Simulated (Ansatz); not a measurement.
The cluster W₄. The state is a quintet with charge 0. Geometry PBE0-D4/def2-SVP; atoms count from 1.

```xyz
4

W    -0.140    0.953   -1.003
W     0.256   -0.386    1.311
W     1.690   -0.432   -0.539
W    -1.806   -0.135    0.231
```

In the def2 sets W takes a core potential; there is no spin–orbit coupling. The charge 0 quintet is spin-contaminated (final ⟨S²⟩ up to 6.95, 6.00 for a pure state). The geometry of the quintet was relaxed on an unsound state (⟨S²⟩ 6.88, where a pure state has 6.00). At PBE0-D4/def2-TZVP a broken-symmetry singlet of charge 0 lies 0.82 eV below the quintet, each at its own geometry. Another isomer (singlet) lies 0.08 eV lower at PBE0-D4/def2-TZVP.

(1) Estimate the Mulliken populations from the PBE0/def2-TZVP orbitals of Ansatz.

(2) Where does the spin sit?

(3) And the Mayer bond orders between bonded heavy atoms (over 0.3)?

## Answers

(1) 
| atom | charge (e) | spin (α − β) | d electrons |
| --- | --- | --- | --- |
| W1 | -0.07 | -0.85 | 4.59 |
| W2 | -0.07 | -0.85 | 4.59 |
| W3 | 0.07 | 2.85 | 4.69 |
| W4 | 0.07 | 2.85 | 4.69 |
Mulliken values and Mayer orders depend strongly on the basis.

(2) Summed by element: W 4.00, of 4 unpaired in all. Largest on single atoms: W4 2.85, W3 2.85, W1 -0.85.

(3) W1–W2 0.99 (2.70 Å); W1–W3 2.17 (2.34 Å); W1–W4 2.17 (2.34 Å); W2–W3 2.17 (2.34 Å); W2–W4 2.17 (2.34 Å).
